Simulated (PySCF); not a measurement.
## Telling isomers of C4H9F3Si2 apart by NMR

Equivalent nuclei averaged, one computed conformer, no solvent model, non-relativistic Hamiltonian. GFN2-xTB geometry; shielding tensors at PBE0/pcSseg-1 (GIAO); PySCF 2.14.

Shifts are taken against calculated references (same method and geometry level): ¹H (σref 31.72), ¹³C (σref 186.93) vs TMS. Splittings of carbon signals by F and P are missing where no couplings were computed. Where no couplings were computed, multiplicities follow the n + 1 count of equivalent neighbours, and m marks all less simple cases (inequivalent or close neighbours, rings, F or P nearby). Shifts are as computed. Against solution values, carbons near 30 ppm lie about +3 ppm off and those near 130 ppm about +5 ppm. Of 1211 compounds with measured shifts, 218 miss one by over three times the rms of a fit or turn the order of signals round; such compounds aren't used in these exercises.

(1) Tabulate the signals of `C[SiH2]/C=C(\[SiH3])C(F)(F)F`, `FC(F)(F)CC1[SiH2]C[SiH2]1` and their relative energies.

(2) What is the quickest way to tell C[SiH2]/C=C(\[SiH3])C(F)(F)F from FC(F)(F)CC1[SiH2]C[SiH2]1?

Answers

(1) 
```tsv
SMILES	carbon types	δC	δH	E rel. (kcal/mol)
C[SiH2]/C=C(\[SiH3])C(F)(F)F	2×C 1×CH 1×CH3	155.9, 149.7, 133.4, -6.7	7.88 (m, 1H), 4.53 (m, 2H), 4.33 (s, 3H), 0.34 (t, 3H)	17.7
FC(F)(F)CC1[SiH2]C[SiH2]1	1×C 1×CH 2×CH2	137.1, 38.6, 10.1, -7.4	4.96 (m, 2H), 4.72 (m, 2H), 2.30 (m, 2H), 1.60 (m, 1H), 0.63 (m, 1H), 0.51 (m, 1H)	0.0
```

Energies are electronic energies at PBE0/pcSseg-1 on these geometries, without zero-point or thermal terms, each for the one conformer computed, which needn't be the lowest.

(2) Both give the same number of carbon signals, but DEPT or the intensities differ. The first has an alkene CH at 155.9 ppm, the second an sp3 CH2 at 38.6 ppm. Their most deshielded carbons lie at 155.9 and 137.1 ppm. In the proton spectra the most deshielded non-exchanging signals are 7.88 (m, 1H) and 4.96 (m, 2H).
